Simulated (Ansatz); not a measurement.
Program: Ansatz. Geometries: PBE0-D4/def2-TZVP. ΔE: electronic, gas phase. CCSD(T)/CBS adds triple-zeta CCSD(T) − MP2 to the extrapolated MP2 energy (def2 sets, frozen cores). This one scheme is used for every species. DFT in def2-TZVPP. Each species was taken in one conformer, which may not be the lowest.

Reaction (formal exchange of groups at the Al–H bond): `[OH][AlH2]` + `C/N=C/NC` → `C[NH][AlH][OH]` + `C=NC`

| level | ΔE (kcal/mol) |
| --- | --- |
| B97M-V | -15.5 |
| PBE0-D4 | -15.9 |
| CAM-B3LYP-D4 | -17.6 |
| revPBE | -16.4 |
| PBE0 | -16.1 |
| r2SCANh | -17.2 |
| CCSD(T)/def2-SVP | -16.3 |
| CCSD/CBS(def2) | -20.7 |

**Question.** What does CCSD(T)/CBS give? (An estimate is asked.)

**Answer.** The calculation gave: -20.2 kcal/mol. The listed levels differ from it by 4.7, 4.3, 2.6, 3.8, 4.1, 3.0, 3.9, -0.5 kcal/mol.

Largest T1 diagnostic among the species: 0.012.

Leaving LDA and LC-ωPBE aside and taking each functional with its dispersion term where it has one, the values, not all of them listed here, spread over 3.9 kcal/mol, from B2PLYP to revPBE-D4. LDA lies +3.7 kcal/mol from PBE without D4. At CCSD(T), def2-SVP lies +3.9 kcal/mol from the extrapolated value and def2-TZVPP +0.2 kcal/mol.
